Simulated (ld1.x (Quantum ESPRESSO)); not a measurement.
# Which change was made? (Nd, TM)

| Quantity | Value |
| --- | --- |
| Element | Nd (Z = 60) |
| Generator | ld1.x (Quantum ESPRESSO) 7.5 |
| Type | norm-conserving Troullier–Martins (Kleinman–Bylander form) |
| Functional | PBE |
| Relativity | fully relativistic |
| Frozen core | [Xe] 4f3 |
| Valence charge | 3 |
| Reference configuration | 5d1 6s2 6p0 |
| Partial waves | 6s (bound): rc 3.20 bohr; 6p (bound, empty): rc 3.75 bohr; 5d (bound): rc 3.40 bohr |
| Local potential | all-electron potential smoothed inside 2.65 bohr (lloc = -1) |
| Core correction | none |

Open shells are filled in proportion to 2j + 1 (rel_dist='average').

Cutoffs, loose and tight: the cutoffs (Ry, on a coarse ladder) from which the occupation-weighted sum of valence levels, in a spherical-Bessel basis at the reference potential, stays within 10 and 1 mRy of its value at 400 Ry. They do not see the model core or the augmentation charge, which bear on the density cutoff. Test errors are all-electron minus pseudo excitation energies from the reference, over the configurations 5d1 6s1 6p0; 5d1 6s0 6p0; 5d1 6s1.5 6p0; 5d0 6s2 6p0; 5d2 6s1 6p0; 5d1 6s0 6p2; 5d2 6s0 6p0; variants that change the core or the reference have their own tests. The largest error is taken over the tests solved by every variant that gives reliable tests at all, those not shown here included: 5d1 6s0 6p0; 5d1 6s1.5 6p0; 5d2 6s0 6p0; 5d2 6s1 6p0.

The base gives: outcome: generated; cutoff, loose: 10 Ry; cutoff, tight: 15 Ry; bound ghosts: s, p3/2; largest test error (meV): +189.

(1) After one change the result is: outcome: generated; cutoff, loose: 10 Ry; cutoff, tight: 15 Ry; bound ghosts: s, p3/2, p1/2; largest test error (meV): +189. Which change was it?
A. local potential all-electron potential smoothed inside 1.64 bohr (lloc = -1)
B. local potential all-electron potential smoothed inside 2.06 bohr (lloc = -1)
C. local potential all-electron potential smoothed inside 4.10 bohr (lloc = -1)
D. local potential all-electron potential smoothed inside 3.12 bohr (lloc = -1)

## Answers

(1) B. The others give: local potential all-electron potential smoothed inside 3.12 bohr (lloc = -1) → outcome: generated; cutoff, loose: 10 Ry; cutoff, tight: 15 Ry; bound ghosts: s; largest test error (meV): +187 | local potential all-electron potential smoothed inside 4.10 bohr (lloc = -1) → outcome: generated; cutoff, loose: 12 Ry; cutoff, tight: 15 Ry; bound ghosts: p1/2; largest test error (meV): +162 | local potential all-electron potential smoothed inside 1.64 bohr (lloc = -1) → outcome: generated; cutoff, loose: 10 Ry; cutoff, tight: 15 Ry; bound ghosts: s, p1/2, p3/2; largest test error (meV): +189.
